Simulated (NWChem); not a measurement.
System meant: C2H4FNOSi; SMILES [Si@@]1(C=CO1)(N)F

Input file for NWChem:

```
start job
memory heap 200 mb stack 900 mb global 1100 mb
geometry units angstroms noautoz
  N      1.175917    -1.472459    -0.376651
  Si    -0.055417    -0.340577    -0.134658
  F     -1.385378    -1.210139     0.153677
  C     -0.124422     1.239365    -1.044757
  C      0.017765     1.784378     0.185733
  O      0.094672     0.827707     1.157617
  H      2.099103    -1.203727    -0.691935
  H      1.149619    -2.397409     0.034738
  H     -0.207658     1.732150    -2.009246
  H      0.077581     2.828621     0.517729
end
basis spherical
  N library def2-svp
  Si library def2-svp
  F library def2-svp
  C library def2-svp
  O library def2-svp
  H library def2-svp
end
dft
  xc pbe0
  iterations 4
  mulliken
end
task dft energy
```

End of the output:

```
    Atom       Charge   Shell Charges
 -----------   ------   -------------------------------------------------------
    1 N    7     7.21   1.97  0.69  0.43  2.27  1.83  0.02
    2 Si  14    13.35   2.00  1.92  0.57  0.25  5.81  1.17  0.77  0.86
    3 F    9     9.20   1.98  1.02  0.76  3.21  2.22  0.01
    4 C    6     6.30   1.97  0.62  0.35  1.92  1.38  0.06
    5 C    6     5.90   1.97  0.61  0.30  1.79  1.06  0.17
    6 O    8     8.27   1.97  0.93  0.63  2.72  1.99  0.02
    7 H    1     0.92   0.59  0.20  0.13
    8 H    1     0.92   0.59  0.20  0.13
    9 H    1     0.97   0.62  0.28  0.08
   10 H    1     0.97   0.64  0.27  0.07

 center of mass
 --------------
 x =  -0.09112092 y =  -0.03764350 z =   0.01306466

 moments of inertia (a.u.)
 ------------------
         668.811557119230          -0.000000000001           0.000000000000
          -0.000000000001         369.692502597068           0.000000000001
           0.000000000000           0.000000000001         757.492046777784

     Multipole analysis of the density
     ---------------------------------

     L   x y z        total         alpha         beta         nuclear
     -   - - -        -----         -----         ----         -------
     0   0 0 0     -0.000000    -27.000000    -27.000000     54.000000

     1   1 0 0      1.014306      0.507153      0.507153      0.000000
     1   0 1 0     -0.103197     -0.051599     -0.051599     -0.000000
     1   0 0 1     -0.176185     -0.088092     -0.088092     -0.000000

     2   2 0 0    -29.350331    -76.234821    -76.234821    123.119311
     2   1 1 0     -2.344096      4.248945      4.248945    -10.841985
     2   1 0 1      0.601331      0.568315      0.568315     -0.535298
     2   0 2 0    -25.634718   -159.321033   -159.321033    293.007348
     2   0 1 1     -2.408210      2.565266      2.565266     -7.538741
     2   0 0 2    -31.123657    -54.892920    -54.892920     78.662183

 ------------------------------------------------------------------------
 dft energy failed                                                                                  0
 ------------------------------------------------------------------------
 ------------------------------------------------------------------------
  current input line :
    28: task dft energy
 ------------------------------------------------------------------------
 ------------------------------------------------------------------------
 This type of error is most commonly associated with calculations not reaching convergence criteria
 ------------------------------------------------------------------------
 For more information see the NWChem manual at https://nwchemgit.github.io

0:dft energy failed:Received an Error in Communication
```

Q: Find the fault in this run and fix the input.

A: The run did not converge; its last values are not results. Cause: the SCF was allowed too few iterations. This input runs:
```
start job
memory heap 200 mb stack 900 mb global 1100 mb
geometry units angstroms noautoz
  N      1.175917    -1.472459    -0.376651
  Si    -0.055417    -0.340577    -0.134658
  F     -1.385378    -1.210139     0.153677
  C     -0.124422     1.239365    -1.044757
  C      0.017765     1.784378     0.185733
  O      0.094672     0.827707     1.157617
  H      2.099103    -1.203727    -0.691935
  H      1.149619    -2.397409     0.034738
  H     -0.207658     1.732150    -2.009246
  H      0.077581     2.828621     0.517729
end
basis spherical
  * library def2-svp
end
dft
  xc pbe0
  iterations 150
  mulliken
end
task dft energy
```
It converges to -597.24073 Ha (PBE0/def2-SVP).
